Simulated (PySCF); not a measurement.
# Electronic absorption of C5H3F3O

Species: C₅H₃F₃O.
Cartesian coordinates in Å at the GFN2-xTB level; atoms count from 1:
```xyz
12
C5H3F3O angstrom
O      3.8866    0.0187    0.0271
C      2.8791   -0.6069    0.2086
C      1.5519   -0.0960    0.0514
C      0.4589    0.3860   -0.0982
C     -0.8882    0.8861   -0.2540
C     -1.9085   -0.2020    0.0608
F     -1.8020   -0.6535    1.3160
F     -1.7890   -1.2626   -0.7464
F     -3.1621    0.2533   -0.0817
H      2.8856   -1.6684    0.5233
H     -1.0612    1.7246    0.4264
H     -1.0500    1.2199   -1.2828
```

The calculation used TDDFT PBE0/def2-SVPD, vertical, gas phase, core orbitals frozen in the response (PySCF 2.14.0, density-fitted response routines).

**Question.** What does the calculation give for the low-lying excited states?

**Answer.** 

| state | E (eV) | ν̃ (cm⁻¹) | f | symmetry | main configurations (H = HOMO, L = LUMO) |
| --- | --- | --- | --- | --- | --- |
| S1 | 3.80 | 30660 | 0.0003 | – | H→L (98%) |
| S2 | 4.87 | 39270 | 0.0003 | – | H-1→L (98%) |
| S3 | 5.77 | 46530 | 0.166 | A′ | H-2→L (82%), H-1→L+1 (13%) |
| S4 | 6.86 | 55340 | 0.0018 | – | H-2→L+1 (90%) |
| S5 | 6.87 | 55390 | 0.0036 | A′ | H→L+1 (92%) |
| S6 | 7.75 | 62480 | 0.0055 | A′ | H→L+2 (81%), H→L+3 (15%) |

Triplets (Tamm–Dancoff): T1 3.17 eV, H→L (97%); T2 3.99 eV, H-2→L (93%).

The lowest singlet comes at 326 nm (367 kJ/mol) in the ultraviolet; it is dark (f under 0.0005); its leading configuration is HOMO→LUMO (98%). The most intense listed level is S3 at 5.77 eV (215 nm, f = 0.166), 1.97 eV above S1. S4/S5 lie within about 0.01 eV of each other. Löwdin shares by element: HOMO oxygen 68%, carbon 23% or more, hydrogen 9% or more; LUMO carbon 61% or more, oxygen 28%. The listed states span 3.95 eV, and the widest gap between neighbours is 1.09 eV (S3 to S4). The oscillator strengths of these states sum to 0.178; summed over the whole spectrum of an exact calculation they would give the number of electrons, 68 (Thomas–Reiche–Kuhn). Of the 6 states listed, 1 reaches f = 0.01 and 2 stay under 0.0005. Symmetry labels in Cs follow from the direction of the transition dipole and are given only for states with f of 0.002 or more. Only the lowest 6 singlets were computed, as vertical energies without vibronic structure.
